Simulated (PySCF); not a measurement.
**Correlation energy of Yb⁵⁷⁺ (ytterbium, charge +57)**

[Ne] 3s2 3p1, 2P determinant. Computed with PySCF 2.14 in an even-tempered Gaussian basis (17 s from 14 bohr⁻², ratio 2.5; 12 p from 18 bohr⁻², ratio 2.5; 4 d from 72 bohr⁻², ratio 2.7; 4 f from 110 bohr⁻², ratio 2.7), with scalar relativity by spin-free X2C-1e. Frozen: 1s2; 11 electrons correlated; the 20 highest virtual orbitals of each spin left out.

```
  level  correlation energy (mhartree)
   CCSD                        -517.83
    (T)                          -0.50
CCSD(T)                        -518.33
```

Diagnostics: T1 = 0.00034, D1 = 0.0015, largest double amplitude 0.036.

Problem. Is a single reference adequate?

Solution. Yes, within this model without spin-orbit coupling: T1 lies below 0.03 and no double amplitude reaches 0.07.

At this charge the one-electron X2C treatment keeps the bare 1/r₁₂, with no two-electron picture change or Breit term. The effect here is smaller than on the frozen 1s shell; and a scalar Hamiltonian misses the large spin-orbit splitting of the p shells, which matters for ns² → np² pairs.
